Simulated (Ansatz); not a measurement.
Molecule: bromo(dichloro)borane, sum formula BBrCl2, net charge 0, singlet state. SMILES: ClB(Cl)Br
Structure (B3LYP-D3(BJ)/def2-TZVP (Ansatz, a program for electronic structure) minimum search):
```
B
Cl 1 1.7425
Cl 1 1.7425 2 120.15
Br 1 1.9129 2 119.92 3 -180.00
```

Property: vertical triplet-singlet gap (E(triplet) - E(singlet); each state is the SCF solution reached for its spin), in kcal/mol. Correlated levels leave the core frozen unless marked. UHF or UKS for open shells. Spin-orbit coupling is left out. Frozen are the shells of the preceding noble gas and the d and f shells that filled before the atom's block. No relativistic terms. CBS marks a two-point X^-3 extrapolation of the correlation energy; Hartree-Fock from the larger set. [CCSD(T)-MP2]/basis is that difference in the basis named.

| level | program | vertical triplet-singlet gap (kcal/mol) |
|---|---|---|
| PBE/def2-TZVPD | Ansatz | (withheld) |
| CAM-B3LYP/def2-TZVPD | Ansatz | 121.5 |
| SCS-MP2/def2-SVPD | Ansatz | 136.3 |
| CCSD/def2-SVPD | Ansatz | (withheld) |
| RI-MP2/CBS(def2-TZVPPD,def2-QZVPPD)+[CCSD(T)-MP2]/def2-TZVPPD | Ansatz | 129.9 |

What belongs in the gaps?


- PBE/def2-TZVPD, vertical triplet-singlet gap (kcal/mol): 106.9
- CCSD/def2-SVPD, vertical triplet-singlet gap (kcal/mol): 129.8
